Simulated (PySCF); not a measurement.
## Polarisability and C₆ of Pb (lead, neutral)

[Xe] 4f14 5d10 6s2 6p2, high-spin 3P determinant. Calculation: PySCF 2.14, in aug-cc-pVTZ-PP with one added diffuse shell each of d, f type with ECP60MDF (6s5p5d3f, 67 functions); scalar relativity through the core potential. Coupled (time-dependent) response in atomic units; α is the mean over directions.

```tsv
method	mean α (bohr³)	α xx, yy, zz	C₆ (like pair)	S(−4)
M06-L	71.58	49.29, 82.72, 82.72	853.7	2250
```

S(−4) is the Cauchy moment in α(ω) = α(0) + S(−4) ω² + …

Reference α: 47 ± 3 bohr³ (recommended; Schwerdtfeger and Nagle, table of static dipole polarizabilities (2023 update)). Published C₆: 534.0 (Gould and Bucko (2016)).

Spin-orbit coupling is absent.

α(iu) at M06-L:

```json
{"u (hartree)": "0", "α(iu) (bohr³)": "71.58"}
{"u (hartree)": "0.0500", "α(iu) (bohr³)": "66.53"}
{"u (hartree)": "0.100", "α(iu) (bohr³)": "55.95"}
{"u (hartree)": "0.200", "α(iu) (bohr³)": "37.31"}
{"u (hartree)": "0.300", "α(iu) (bohr³)": "26.02"}
{"u (hartree)": "0.500", "α(iu) (bohr³)": "14.87"}
{"u (hartree)": "0.750", "α(iu) (bohr³)": "9.049"}
{"u (hartree)": "1.00", "α(iu) (bohr³)": "6.264"}
{"u (hartree)": "1.50", "α(iu) (bohr³)": "3.649"}
{"u (hartree)": "2.00", "α(iu) (bohr³)": "2.424"}
{"u (hartree)": "3.00", "α(iu) (bohr³)": "1.292"}
{"u (hartree)": "5.00", "α(iu) (bohr³)": "0.5351"}
```

A single London oscillator, α(iu) = α/(1 + u²/ω²), gives C₆ = (3/4) ω α². Matching the computed C₆ needs ω = 4 × 853.7 / (3 × 71.58²) = 0.222 hartree.

The components differ because the open shell of this determinant is not spherical; for a pure term their mean is the scalar polarisability.

Energies and moments cover only the electrons outside the core potential. Spin-orbit coupling is strong in this species (close to jj coupling), so the high-spin LS determinant is a model state, not a physical level.
